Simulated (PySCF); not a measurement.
## Rotational lines of InCl

Lines J+1 ← J of the vibrational ground state, computed from RHF-CCSD(T) constants of InCl, ¹Σ⁺ (singlet), closed shell (basis In def2-SVP with ECP28, Cl def2-SVP; scalar-relativistic core potentials; PySCF 2.14; masses 114.9039 and 34.9689 u), in MHz:

```json
{"J": "5", "ν (MHz)": "38445.7"}
{"J": "6", "ν (MHz)": "44852.8"}
{"J": "7", "ν (MHz)": "51259.7"}
{"J": "8", "ν (MHz)": "57666.4"}
{"J": "9", "ν (MHz)": "64072.8"}
```

(1) Find B0 and the effective bond length r0; with αe = 0.000439 cm⁻¹, find Re.

Correlated steps freeze 9 core orbitals. Correlated levels converge slowly with the basis: in double zeta they bind strong bonds too weakly, by up to about 1 eV, and carry superposition errors of some tenths. These are scalar-relativistic numbers at best; spin–orbit coupling would shift them, the dissociation energy most. Where the molecule has an RHF reference, its open-shell atoms are computed with UHF.

Answers

(1) ν = 2B0(J+1) − 4D(J+1)³ gives B0 = 0.10687 cm⁻¹. With the reduced mass μred = 26.810 u, r0 = √(16.8576/(μred·B0)) (u, cm⁻¹, Å) = 2.4256 Å. Be = B0 + αe/2 = 0.10709 cm⁻¹ gives Re = 2.423 Å.
